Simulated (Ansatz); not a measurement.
Cost and result up the ladder for the cluster Cu5H6 (11 atoms). The state is a doublet with charge 0. Geometry: r2SCAN-D4/def2-SVP.

```xyz
11

Cu    1.674    0.702   -0.782
Cu   -0.327    0.358   -1.930
Cu   -1.875   -0.493   -0.408
Cu   -0.832   -0.663    1.670
Cu    1.365    0.082    1.445
H    -2.308   -0.991    1.076
H    -0.002   -0.005    0.001
H     0.444   -0.477    2.658
H    -1.883   -0.097   -1.984
H     2.590    0.675    0.560
H     1.153    0.909   -2.306
```

Ansatz on 4 threads of AMD EPYC 7B13 on a shared host. Times are rough, and most runs start from the orbitals of an earlier one. PBE0-D4/def2-TZVP serves as the yardstick here, not as an exact answer. Differences are given only for rows in sets of like size (and for xTB, whose basis is part of the method), since another set adds its own error. Binding counts from free atoms at the same level (Cu doublet, H doublet; other spins of the atoms weren't run), without zero-point energy or a counterpoise term.

Correlated methods freeze 45 core orbitals. No other spin state of charge 0 was run. The structure comes from a short search, and lower isomers may exist.

Run but left out: HF/STO-3G (⟨S²⟩ 8.16, where a pure state has 0.75).

Correlated methods converge slowly with the basis.

```json
{"level": "PBE-D4/def2-SVP", "functions": "185", "wall time": "6 s", "binding energy per atom (eV)": "2.51", "difference from PBE0-D4/def2-TZVP (eV)": "–"}
{"level": "BLYP-D4/def2-TZVP", "functions": "261", "wall time": "9 s", "binding energy per atom (eV)": "2.21", "difference from PBE0-D4/def2-TZVP (eV)": "0.08"}
{"level": "PBE-D4/def2-TZVP (with forces)", "functions": "261", "wall time": "9.5 s", "binding energy per atom (eV)": "2.28", "difference from PBE0-D4/def2-TZVP (eV)": "0.14"}
{"level": "PBE0-D4/def2-SVP", "functions": "185", "wall time": "11 s", "binding energy per atom (eV)": "2.31", "difference from PBE0-D4/def2-TZVP (eV)": "–"}
{"level": "PBE0-D4/def2-TZVP", "functions": "261", "wall time": "18 s", "binding energy per atom (eV)": "2.13", "difference from PBE0-D4/def2-TZVP (eV)": "0.00"}
{"level": "r2SCAN-D4/def2-TZVP", "functions": "261", "wall time": "20 s", "binding energy per atom (eV)": "2.36", "difference from PBE0-D4/def2-TZVP (eV)": "0.23"}
{"level": "MP2/def2-TZVP", "functions": "261", "wall time": "23 s", "binding energy per atom (eV)": "2.10", "difference from PBE0-D4/def2-TZVP (eV)": "-0.03"}
```
